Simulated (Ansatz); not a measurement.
Ansatz (a quantum-chemistry and plane-wave program) input (B3LYP-D3(BJ)/def2-TZVP):

Ansatz 0.2 input:
```yaml
crystal:
  periodic: [false, false, false]
  atoms:
    - {symbol: Sn, position_ang: [-0.00000000, -0.00000000, -1.04855623]}
    - {symbol: Br, position_ang: [0.00000000, 0.00000000, 1.49793747]}
basis:
  gaussian:
    orbitals: def2-TZVP
hamiltonian:
  xc: b3lyp
  dispersion: d3bj
magnetization: {spin_polarized: true, initial_magnetization: 1}
phonons: {temperatures: {t_min: 298.15, t_max: 298.15, t_step: 100}}
```

Output:

```
Functional definition: B3LYP
integrals: 0.04 GiB planned
867 factors; integrals over basis functions are off by at most 3.0e-4 eV
mean field: 0.62 GiB planned
mean field evaluation 1: about -75880.9894 eV, gradient 8.9e0 eV
mean field evaluation 2: about -75879.5808 eV, gradient 1.7e1 eV
mean field evaluation 4: about -75881.5769 eV, gradient 4.6e-1 eV
mean field evaluation 8: about -75881.5937 eV, gradient 2.1e-2 eV
mean field evaluation 16: about -75881.5044 eV, gradient 3.3e0 eV
mean field -75881.59367075 eV, -2788.5971330086 hartree, gradient 6.9e-5 eV, S^2 0.752395; 1 other end points of the search recorded, 0 dependent functions left out
the calculation of the forces begins
reference -75881.59386001 eV, -2788.5971399638 hartree; 29, 28 occupied and 69, 70 virtual orbitals, 867 factors
these checks for a lower state are left out or cut short: stability, starts, cluster_reference, orbital_swaps, neighbouring_geometries, increment
integrals: 0.04 GiB planned
867 factors; integrals over basis functions are off by at most 3.0e-4 eV
mean field: 0.62 GiB planned
mean field evaluation 32: about -75881.5937 eV, gradient 1.0e-6 eV
mean field -75881.59367076 eV, -2788.5971330089 hartree, gradient 1.7e-7 eV, S^2 0.752395; 0 other end points of the search recorded, 0 dependent functions left out
the calculation of the forces begins
reference -75881.59386002 eV, -2788.5971399641 hartree; 29, 28 occupied and 69, 70 virtual orbitals, 867 factors
these checks for a lower state are left out or cut short: stability, starts, cluster_reference, orbital_swaps, neighbouring_geometries, increment
integrals: 0.04 GiB planned
867 factors; integrals over basis functions are off by at most 3.0e-4 eV
mean field: 0.62 GiB planned
mean field -75881.59367076 eV, -2788.5971330089 hartree, gradient 1.7e-7 eV, S^2 0.752395; 0 other end points of the search recorded, 0 dependent functions left out
the calculation of the forces begins
reference -75881.59386002 eV, -2788.5971399641 hartree; 29, 28 occupied and 69, 70 virtual orbitals, 867 factors
these checks for a lower state are left out or cut short: stability, starts, cluster_reference, orbital_swaps, neighbouring_geometries, increment
integrals: 0.04 GiB planned
867 factors; integrals over basis functions are off by at most 3.0e-4 eV
mean field: 0.62 GiB planned
mean field -75881.59367076 eV, -2788.5971330089 hartree, gradient 5.9e-7 eV, S^2 0.752395; 0 other end points of the search recorded, 0 dependent functions left out
the calculation of the forces begins
reference -75881.59386002 eV, -2788.5971399641 hartree; 29, 28 occupied and 69, 70 virtual orbitals, 867 factors
these checks for a lower state are left out or cut short: stability, starts, cluster_reference, orbital_swaps, neighbouring_geometries, increment
integrals: 0.04 GiB planned
867 factors; integrals over basis functions are off by at most 3.0e-4 eV
mean field: 0.62 GiB planned
mean field -75881.59367076 eV, -2788.5971330089 hartree, gradient 5.9e-7 eV, S^2 0.752395; 0 other end points of the search recorded, 0 dependent functions left out
the calculation of the forces begins
reference -75881.59386002 eV, -2788.5971399641 hartree; 29, 28 occupied and 69, 70 virtual orbitals, 867 factors
these checks for a lower state are left out or cut short: stability, starts, cluster_reference, orbital_swaps, neighbouring_geometries, increment
integrals: 0.04 GiB planned
867 factors; integrals over basis functions are off by at most 3.1e-4 eV
mean field: 0.62 GiB planned
mean field -75881.59362751 eV, -2788.5971314196 hartree, gradient 2.2e-6 eV, S^2 0.752395; 0 other end points of the search recorded, 0 dependent functions left out
the calculation of the forces begins
reference -75881.59381676 eV, -2788.5971383743 hartree; 29, 28 occupied and 69, 70 virtual orbitals, 867 factors
these checks for a lower state are left out or cut short: stability, starts, cluster_reference, orbital_swaps, neighbouring_geometries, increment
integrals: 0.04 GiB planned
867 factors; integrals over basis functions are off by at most 3.0e-4 eV
mean field: 0.62 GiB planned
mean field evaluation 64: about -75881.5937 eV, gradient 3.3e-5 eV
mean field -75881.59365430 eV, -2788.5971324041 hartree, gradient 2.3e-6 eV, S^2 0.752395; 0 other end points of the search recorded, 0 dependent functions left out
the calculation of the forces begins
reference -75881.59384357 eV, -2788.5971393597 hartree; 29, 28 occupied and 69, 70 virtual orbitals, 867 factors
these checks for a lower state are left out or cut short: stability, starts, cluster_reference, orbital_swaps, neighbouring_geometries, increment
integrals: 0.04 GiB planned
867 factors; integrals over basis functions are off by at most 3.0e-4 eV
mean field: 0.62 GiB planned
mean field -75881.59367076 eV, -2788.5971330089 hartree, gradient 1.7e-7 eV, S^2 0.752395; 0 other end points of the search recorded, 0 dependent functions left out
the calculation of the forces begins
reference -75881.59386002 eV, -2788.5971399641 hartree; 29, 28 occupied and 69, 70 virtual orbitals, 867 factors
these checks for a lower state are left out or cut short: stability, starts, cluster_reference, orbital_swaps, neighbouring_geometries, increment
integrals: 0.04 GiB planned
867 factors; integrals over basis functions are off by at most 3.0e-4 eV
mean field: 0.62 GiB planned
mean field -75881.59367076 eV, -2788.5971330089 hartree, gradient 1.7e-7 eV, S^2 0.752395; 0 other end points of the search recorded, 0 dependent functions left out
the calculation of the forces begins
reference -75881.59386002 eV, -2788.5971399641 hartree; 29, 28 occupied and 69, 70 virtual orbitals, 867 factors
these checks for a lower state are left out or cut short: stability, starts, cluster_reference, orbital_swaps, neighbouring_geometries, increment
integrals: 0.04 GiB planned
867 factors; integrals over basis functions are off by at most 3.0e-4 eV
mean field: 0.62 GiB planned
mean field -75881.59367076 eV, -2788.5971330089 hartree, gradient 5.9e-7 eV, S^2 0.752395; 0 other end points of the search recorded, 0 dependent functions left out
the calculation of the forces begins
reference -75881.59386002 eV, -2788.5971399641 hartree; 29, 28 occupied and 69, 70 virtual orbitals, 867 factors
these checks for a lower state are left out or cut short: stability, starts, cluster_reference, orbital_swaps, neighbouring_geometries, increment
integrals: 0.04 GiB planned
867 factors; integrals over basis functions are off by at most 3.0e-4 eV
mean field: 0.62 GiB planned
mean field evaluation 96: about -75881.5937 eV, gradient 5.9e-7 eV
mean field -75881.59367076 eV, -2788.5971330089 hartree, gradient 5.9e-7 eV, S^2 0.752395; 0 other end points of the search recorded, 0 dependent functions left out
the calculation of the forces begins
reference -75881.59386002 eV, -2788.5971399641 hartree; 29, 28 occupied and 69, 70 virtual orbitals, 867 factors
these checks for a lower state are left out or cut short: stability, starts, cluster_reference, orbital_swaps, neighbouring_geometries, increment
integrals: 0.04 GiB planned
867 factors; integrals over basis functions are off by at most 3.0e-4 eV
mean field: 0.62 GiB planned
mean field -75881.59365430 eV, -2788.5971324041 hartree, gradient 2.3e-6 eV, S^2 0.752395; 0 other end points of the search recorded, 0 dependent functions left out
the calculation of the forces begins
reference -75881.59384357 eV, -2788.5971393597 hartree; 29, 28 occupied and 69, 70 virtual orbitals, 867 factors
these checks for a lower state are left out or cut short: stability, starts, cluster_reference, orbital_swaps, neighbouring_geometries, increment
integrals: 0.04 GiB planned
867 factors; integrals over basis functions are off by at most 3.1e-4 eV
mean field: 0.62 GiB planned
mean field -75881.59362751 eV, -2788.5971314196 hartree, gradient 2.2e-6 eV, S^2 0.752395; 0 other end points of the search recorded, 0 dependent functions left out
the calculation of the forces begins
reference -75881.59381676 eV, -2788.5971383743 hartree; 29, 28 occupied and 69, 70 virtual orbitals, 867 factors
Total energy: -75881.68932413 eV, -2788.6006482053 hartree
Atom 0 at    -0.000000    -0.000000    -1.048556 Å, force    -0.000000    -0.000000     0.000027 eV/Å
Atom 1 at     0.000000     0.000000     1.497937 Å, force     0.000000    -0.000000    -0.000027 eV/Å
Dipole moment:     0.000000     0.000000    -0.560100 e Å
Vibrations: 233.35 cm⁻¹, zero-point energy 0.014466 eV
```
